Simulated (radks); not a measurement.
Tc3+, 40 electrons, occupied as [Kr] 4d3 5s1 (not the ground configuration). Method: scalar-relativistic Kohn-Sham, SCAN, spin-polarised, spherical densities, finite nucleus; open shells are filled with parallel spins first (spin-orbit coupling, left out, can overturn this in heavy ions); meta-GGA in the generalised Kohn-Sham scheme; Fermi nuclear charge, rms radius 4.4112 fm; computed with a radial shooting solver on a logarithmic mesh with Libxc functionals.

X-ray form factor f0, the Fourier transform of the density (f0(0) = 40):

sin(theta)/lambda (1/angstrom)  f0 (electrons)
0.05                                    39.464
0.1                                     37.996
0.15                                    35.930
0.2                                     33.616
0.25                                    31.303
0.3                                     29.123
0.4                                     25.349
0.5                                     22.373
0.6                                     20.039
0.8                                     16.443
1                                       13.446
1.25                                    10.349
1.5                                      8.159
2                                        5.941
